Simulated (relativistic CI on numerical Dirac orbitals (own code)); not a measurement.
## d7 in a ligand field

Computed with a parametric ligand-field model of a d^n configuration (Racah B and C, spin-orbit zeta, crystal field), exact diagonalisation.

Field parameters in Wybourne normalisation: D3d B²₀ = −7Dσ, B⁴₀ = −14Dq − 21Dτ, B⁴₃ = −14√(10/7) Dq; D4h B²₀ = −7Ds, B⁴₀ = 21(Dq − Dt), B⁴₄ = 21√(5/14) Dq; Oh B⁴₀ = 21Dq, B⁴₄ = √(5/14) B⁴₀. The field is a parameter set, without covalency.

Task: Ground term and bands for B = 400, C = 1680, ζ = 0 cm⁻¹, D3d, 10Dq = 14550, Dσ = 590, Dτ = 440 cm⁻¹?

Result: Ground term 2E with 1.02 electrons in the two orbitals of the cubic e set. Spin-allowed: 2E 13503 cm⁻¹ (741 nm), 2A1 14430 cm⁻¹ (693 nm), 2E 14829 cm⁻¹ (674 nm), 2A2 15187 cm⁻¹ (658 nm). Lowest spin-forbidden: 4E 6529 cm⁻¹ (1532 nm), 4A2 11311 cm⁻¹ (884 nm), 4E 21810 cm⁻¹ (459 nm).

Task: Ground term and bands for B = 890, C = 4170, ζ = 0 cm⁻¹, D4h, 10Dq = 9550, Ds = 3000, Dt = 540 cm⁻¹?

Result: Ground term 4A2 with 2.03 electrons in the two orbitals of the cubic e set. Spin-allowed: 4E 2532 cm⁻¹, 4B2 5698 cm⁻¹ (1755 nm), 4E 8728 cm⁻¹ (1146 nm), 4B1 15248 cm⁻¹ (656 nm). Lowest spin-forbidden: 2A1 9413 cm⁻¹ (1062 nm), 2E 12865 cm⁻¹ (777 nm), 2B2 16116 cm⁻¹ (621 nm).

Task: A d7 ion in Oh symmetry has the ground term 4T1 and bands at 4T2 2725 cm⁻¹, 4A2 5975 cm⁻¹ (1674 nm), 2E 12622 cm⁻¹ (792 nm), 4T1 13601 cm⁻¹ (735 nm), 2T2 14638 cm⁻¹ (683 nm), 2T1 14682 cm⁻¹ (681 nm). Which parameters reproduce them?

Result: B = 760, C = 3550, ζ = 0 cm⁻¹, Oh, 10Dq = 3250 cm⁻¹.

Task: A d7 ion in Oh symmetry has the ground term 2E and bands at 4T1 12036 cm⁻¹ (831 nm), 2T1 25523 cm⁻¹ (392 nm), 2T2 26157 cm⁻¹ (382 nm), 2T1 31457 cm⁻¹ (318 nm), 4T2 37911 cm⁻¹ (264 nm), 2T2 44062 cm⁻¹ (227 nm), 4T1 49236 cm⁻¹ (203 nm). Which parameters reproduce them?

Result: B = 880, C = 3110, ζ = 0 cm⁻¹, Oh, 10Dq = 27750 cm⁻¹.

Task: Ground term and bands for B = 820, C = 3690, ζ = 0 cm⁻¹, Oh, 10Dq = 13050 cm⁻¹?

Result: Ground term 4T1 with 2.05 electrons in the two orbitals of the cubic e set. Spin-allowed: 4T2 11713 cm⁻¹ (854 nm), 4T1 22676 cm⁻¹ (441 nm), 4A2 24763 cm⁻¹ (404 nm). Lowest spin-forbidden: 2E 4244 cm⁻¹ (2356 nm), 2T1 15237 cm⁻¹ (656 nm), 2T2 15832 cm⁻¹ (632 nm).
